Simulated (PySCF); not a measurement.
**Cost of excited-state runs on SMILES C=C/C(C)=C(\F)CO, C$_{6}$H$_{9}$FO**

Molfile (atoms numbered from 1):
```
C6H9FO
     RDKit          3D

 17 16  0  0  0  0  0  0  0  0999 V2000
   -1.9674    1.6420   -0.1353 C   0  0  0  0  0  0  0  0  0  0  0  0
   -0.7151    1.2073   -0.0507 C   0  0  0  0  0  0  0  0  0  0  0  0
   -0.3177   -0.1828    0.1244 C   0  0  0  0  0  0  0  0  0  0  0  0
   -1.3792   -1.2210    0.3282 C   0  0  0  0  0  0  0  0  0  0  0  0
    0.9773   -0.5231    0.1069 C   0  0  0  0  0  0  0  0  0  0  0  0
    1.9250    0.4401   -0.0816 F   0  0  0  0  0  0  0  0  0  0  0  0
    1.5924   -1.8882    0.2639 C   0  0  0  0  0  0  0  0  0  0  0  0
    1.2014   -2.5573    1.4431 O   0  0  0  0  0  0  0  0  0  0  0  0
   -2.1844    2.6873   -0.2725 H   0  0  0  0  0  0  0  0  0  0  0  0
   -2.8176    0.9846   -0.0785 H   0  0  0  0  0  0  0  0  0  0  0  0
    0.0991    1.9154   -0.1241 H   0  0  0  0  0  0  0  0  0  0  0  0
   -2.0171   -1.2761   -0.5523 H   0  0  0  0  0  0  0  0  0  0  0  0
   -0.9458   -2.1970    0.5144 H   0  0  0  0  0  0  0  0  0  0  0  0
   -2.0002   -0.9493    1.1798 H   0  0  0  0  0  0  0  0  0  0  0  0
    1.2832   -2.5436   -0.5567 H   0  0  0  0  0  0  0  0  0  0  0  0
    2.6844   -1.7748    0.2229 H   0  0  0  0  0  0  0  0  0  0  0  0
    1.4407   -2.0174    2.2047 H   0  0  0  0  0  0  0  0  0  0  0  0
  1  2  2  0
  2  3  1  0
  3  4  1  0
  3  5  2  0
  5  6  1  0
  5  7  1  0
  7  8  1  0
  1  9  1  0
  1 10  1  0
  2 11  1  0
  4 12  1  0
  4 13  1  0
  4 14  1  0
  7 15  1  0
  7 16  1  0
  8 17  1  0
M  END
```

PySCF with density fitting, on 1 thread of an Intel Xeon, shared host. Command: `OMP_NUM_THREADS=1 python excited_run.py task.json out`

**Question.** How long does this run take, and how much memory?
- open-shell absorption, BHandHLYP/def2-SVP; 8 states; spin flip; reference multiplicity 3; writes grids

**Answer.** 
| run | level | basis functions | wall time | peak memory (GiB) |
| --- | --- | --- | --- | --- |
| open-shell absorption | BHandHLYP/def2-SVP | 157 | 89 s | 0.58 |

Times from a shared host are rough.
